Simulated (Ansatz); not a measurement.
Molecule: CH$_{7}$AlN$_{2}$ (charge 0, singlet). SMILES: [CH3][Al]([NH2])[NH2]
Structure (B3LYP-D3(BJ)/def2-TZVP (Ansatz, a quantum-chemistry and plane-wave program) minimum search):
```
Al
N 1 1.7769
H 2 1.0075 1 124.02
H 2 1.0075 3 109.90 1 -179.75
N 1 1.7769 2 118.42 3 179.60
H 5 1.0075 1 124.02 2 -179.60
H 5 1.0075 6 109.90 1 179.75
C 1 1.9523 2 120.79 3 -0.95
H 8 1.0928 1 111.86 2 150.68
H 8 1.0928 9 107.59 1 123.23
H 8 1.0939 9 107.03 10 114.74
```

Wanted: atomisation energy (electronic, to ground-state atoms); the coupled-cluster value holds the core correlation from cc-pwCVTZ, in kJ/mol. Cores are frozen in the correlated levels unless marked. Open shells are spin-unrestricted. Spin-orbit coupling is left out. Non-relativistic. CBS marks a two-point X^-3 extrapolation of the correlation energy; Hartree-Fock from the larger set.

Level to compare with: CCSD(T)/CBS(aug-cc-pV(T+d)Z,aug-cc-pV(Q+d)Z) plus the core term (Ansatz), 3909.0 kJ/mol. It is a level with limits of its own, and the differences hold the functionals' basis error too.

Problem. Rank these functionals by how close they come to CCSD(T)/CBS(aug-cc-pV(T+d)Z,aug-cc-pV(Q+d)Z), closest first: r2SCANh/def2-TZVPD (Ansatz); SVWN5/def2-TZVPD (Ansatz); BLYP/def2-TZVPD (Ansatz).

Solution. BLYP/def2-TZVPD (GGA, 3863.8 kJ/mol, difference -45.2), r2SCANh/def2-TZVPD (hybrid meta-GGA, 3848.9 kJ/mol, difference -60.1), SVWN5/def2-TZVPD (LDA, 4391.2 kJ/mol, difference 482.2)
